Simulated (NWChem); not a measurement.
# H₃O₂ cation; SMILES O[OH2+]

```xyz
5

O     -0.0015     0.8042    -0.1187
O      0.0011    -0.6410     0.0836
H      0.0126     1.1080     0.8299
H      0.8090    -0.9757    -0.4033
H     -0.8194    -0.9755    -0.3819
```
Atoms are numbered in this order, from 1.

Program: NWChem. Geometry optimised at PBE-D3(BJ)/def2-SVP; all other runs use it. Pople sets run with spherical d functions. Vzz has the sign of the potential's second derivative.

```json
[
 {"quantity": "charge (e), Mulliken O2", "level": "Hartree-Fock/6-31G*", "value": "-0.51"},
 {"quantity": "solvation free energy (kcal/mol) in 1-propanol", "level": "M05-2X/def2-SVP, SMD", "value": "(withheld)"},
 {"quantity": "vertical, lowest state with f > 0.02, singlet (eV)", "level": "B3LYP/aug-cc-pVDZ, full TDDFT", "value": "(withheld)"},
 {"quantity": "orbital gap (eV)", "level": "LDA (Slater exchange, PW92)/def2-SVP", "value": "4.73"},
 {"quantity": "Vzz O1 (a.u.)", "level": "PBE/def2-TZVP", "value": "(withheld)"},
 {"quantity": "highest harmonic frequency (cm⁻¹)", "level": "PBE-D3(BJ)/def2-SVP", "value": "3496"}
]
```

Question: Fill in the missing entries.

Answer: 
- solvation free energy (kcal/mol) in 1-propanol, value: -88.6
- vertical, lowest state with f > 0.02, singlet (eV), value: 7.56
- Vzz O1 (a.u.), value: 3.757
